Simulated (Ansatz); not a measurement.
Consider the cleavage of the Si–Si bond: `O[SiH](O)[SiH2][SiH3]` + `C[SeH]` → `C[Se][SiH3]` + `O[SiH](O)[SiH3]`.

Gas-phase electronic energies from Ansatz, PBE0-D4/def2-TZVP geometries. CCSD(T)/CBS is the MP2 limit (def2-TZVPP, def2-QZVPP) plus CCSD(T) − MP2 in def2-TZVPP, frozen cores. This one scheme is used for every species. Functionals use def2-TZVPP. For Se outer-core shells are correlated without core-valence functions, which leaves a few kJ/mol of doubt a bond. Scalar relativity is left out up to krypton. One conformer a species, not always the lowest.

```tsv
level	ΔE (kcal/mol)
ωB97X-V	-11.4
r2SCAN	-11.2
HF/def2-QZVPP	-14.2
HF/CBS(def2)	-14.2
```

**Question.** What does CCSD(T)/CBS give? (Estimate.)

**Answer.** Ansatz gave: -12.4 kcal/mol. The listed levels differ from it by 1.0, 1.2, -1.8, -1.8 kcal/mol.

Largest T1 diagnostic among the species: 0.013.

From PBE to PBE0 (25 % exact exchange), in def2-TZVPP and without D4, ΔE moves by −0.8 kcal/mol.
